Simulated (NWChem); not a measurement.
Program: NWChem. System: H₆InP, charge 0, spin multiplicity 1, at a geometry optimised with PBE/def2-SVP with def2 effective core potentials on In. The structure started from a generated list of species. Level: CCSD(T)/def2-SVPD with def2 effective core potentials on In, 9 core orbitals frozen.

The NWChem input:

```
start mol
memory heap 100 mb stack 700 mb global 1900 mb
geometry units angstroms nocenter noautoz
  In    -0.620848    -0.430485     0.000000
  H     -0.238084    -1.228822    -1.511619
  H     -0.238084    -1.228822     1.511619
  H     -1.734882     0.921656     0.000000
  P      1.713884     1.188800     0.000000
  H      1.956808     2.107834    -1.070589
  H      3.010743     0.582085     0.000000
  H      1.956808     2.107834     1.070589
  symmetry group Cs
end
basis spherical
  * library def2-svpd
end
ecp
  In library def2-ecp
end
scf
  rhf
  nopen 0
  maxiter 100
  thresh 1e-7
  semidirect memsize 60000000 filesize 0
end
tce
  freeze core 9
  ccsd(t)
  2eorb
  2emet 13
  thresh 1e-6
  maxiter 100
  tilesize 24
end
task tce energy
```

Output (cleaned and shortened):

```
             Northwest Computational Chemistry Package (NWChem) 7.3.0
             --------------------------------------------------------

                                NWChem Input Module
                                -------------------

 Scaling coordinates for geometry "geometry" by  1.889725989
 (inverse scale =  0.529177249)

 Turning off AUTOSYM since
 SYMMETRY directive was detected!

                             Geometry "geometry" -> ""
                             -------------------------

 Output coordinates in angstroms (scale by  1.889725989 to convert to a.u.)

  No.       Tag          Charge          X              Y              Z
 ---- ---------------- ---------- -------------- -------------- --------------
    1 In                  49.0000    -0.62084800    -0.43048500     0.00000000
    2 H                    1.0000    -0.23808400    -1.22882200    -1.51161900
    3 H                    1.0000    -0.23808400    -1.22882200     1.51161900
    4 H                    1.0000    -1.73488200     0.92165600     0.00000000
    5 P                   15.0000     1.71388400     1.18880000     0.00000000
    6 H                    1.0000     1.95680800     2.10783400    -1.07058900
    7 H                    1.0000     3.01074300     0.58208500     0.00000000
    8 H                    1.0000     1.95680800     2.10783400     1.07058900

 Effective nuclear repulsion energy (a.u.)     227.8280473322

            Nuclear Dipole moment (a.u.)
            ----------------------------
        X                 Y               Z
 ---------------- ---------------- ----------------
     0.0000321253     0.0000000000     0.0000000000

      Symmetry information
      --------------------

 Group name             Cs
 Group number              2
 Group order               2
 No. of unique centers     6

      Symmetry unique atoms

     1    2    4    5    6    7


 Summary of "ao basis" -> "" (spherical)
 ------------------------------------------------------------------------------
       Tag                 Description            Shells   Functions and Types
[...]
     T(1) DIIS level shift : 0.00D+00
     L(1) DIIS level shift : 0.00D+00
     T(R) DIIS level shift : 0.00D+00
     T(I) DIIS level shift : 0.00D+00
   CC-T/L Amplitude update :  5-th order DIIS
                I/O scheme : Global Array Library
        L-threshold :  0.10D-05
        EOM-threshold :  0.10D-05
 no EOMCCSD initial starts read in
 TCE RESTART OPTIONS
 SLICE:      F
 D4D5:       F
 quantumc:   F
 qrotation:  F
 pwtce:      F
 qducc:      F
 nacto:                         0
 nrotv:                         0
 nrot:                          0

            Memory Information
            ------------------
          Available GA space size is     249025984 doubles
          Available MA space size is     104846996 doubles

 Maximum block size supplied by input
 Maximum block size        24 doubles

 tile_dim =     18

 -------------------------------------------------
   1    alpha     a'     8 doubles       0       1
   2    alpha     a"     4 doubles       8       2
   3    beta      a'     8 doubles      12       1
   4    beta      a"     4 doubles      20       2
   5    alpha     a'    17 doubles      24       5
   6    alpha     a'    17 doubles      41       6
   7    alpha     a'    18 doubles      58       7
   8    alpha     a"    15 doubles      76       8
   9    alpha     a"    16 doubles      91       9
  10    beta      a'    17 doubles     107       5
  11    beta      a'    17 doubles     124       6
  12    beta      a'    18 doubles     141       7
  13    beta      a"    15 doubles     159       8
  14    beta      a"    16 doubles     174       9

 Global array virtual files algorithm will be used

 Parallel file system coherency ......... OK

 4-electron integrals stored in orbital form

 v2    file size   =          7780593
 4-index algorithm nr.  13 is used
 imaxsize =       30
 imaxsize ichop =        0


CCSD iterations
 ---------------------------------------------------------
 Iter          Residuum       Correlation     Cpu    Wall
 ---------------------------------------------------------
    1   0.1495731524660  -0.2583040084755     0.8     0.8
    2   0.0445448015246  -0.2974063592611     0.8     0.8
    3   0.0163925684677  -0.3064646990546     0.8     0.8
    4   0.0067221500877  -0.3092368899729     0.8     0.8
    5   0.0029935936420  -0.3102192907911     0.8     0.8
    6   0.0005325628419  -0.3108744227319     0.8     0.8
    7   0.0002480438262  -0.3108727916532     0.8     0.8
    8   0.0001247043947  -0.3108794404186     0.8     0.8
    9   0.0000678667056  -0.3108817421564     0.8     0.8
   10   0.0000368994112  -0.3108834572696     0.8     0.8
   11   0.0000066160364  -0.3108853154588     0.8     0.8
   12   0.0000027540071  -0.3108857217293     0.8     0.8
   13   0.0000013211283  -0.3108859101033     0.8     0.8
   14   0.0000006933593  -0.3108859832147     0.8     0.8
 -----------------------------------------------------------------
 Iterations converged
 CCSD correlation energy / hartree =        -0.310885983214681
 CCSD total energy / hartree       =      -533.593952049889253

 Singles contributions

 Doubles contributions
 CCSD(T)
 Using plain CCSD(T) code
             total no. of tasks          295
 total no. of tasks / no. procs          295
                         wl_min       216000           7.7
                         wl_max      2985984          12.0
        thresh for no. of tasks          295

 CCSD[T]  correction energy / hartree =        -0.009223370499396
 CCSD[T] correlation energy / hartree =        -0.320109353714077
 CCSD[T] total energy / hartree       =      -533.603175420388652
 CCSD(T)  correction energy / hartree =        -0.008845412035331
 CCSD(T) correlation energy / hartree =        -0.319731395250012
 CCSD(T) total energy / hartree       =      -533.602797461924638

 Task  times  cpu:       57.7s     wall:       57.7s

 Total times  cpu:       57.7s     wall:       57.7s
```
